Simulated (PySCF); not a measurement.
# Radial density of Zn (zinc, neutral)

M06-2X, [Ar] 3d10 4s2, closed-shell 1S. All numbers are calculated (PySCF 2.14, the non-relativistic Hamiltonian (point nucleus), in def2-SVP (5s3p2d1f, 31 functions)).

| r (bohr) | 4πr²ρ (e/bohr) |
| --- | --- |
| 0.000940 | 0.1901 |
| 0.00158 | 0.5253 |
| 0.00266 | 1.403 |
| 0.00447 | 3.540 |
| 0.00753 | 8.367 |
| 0.0127 | 17.39 |
| 0.0213 | 29.60 |
| 0.0358 | 36.31 |
| 0.0602 | 30.77 |
| 0.101 | 32.31 |
| 0.170 | 41.60 |
| 0.287 | 23.37 |
| 0.482 | 22.92 |
| 0.811 | 18.42 |
| 1.36 | 4.603 |
| 2.30 | 1.209 |
| 3.86 | 0.3623 |
| 6.49 | 0.02405 |
| 10.9 | 7.225e-05 |
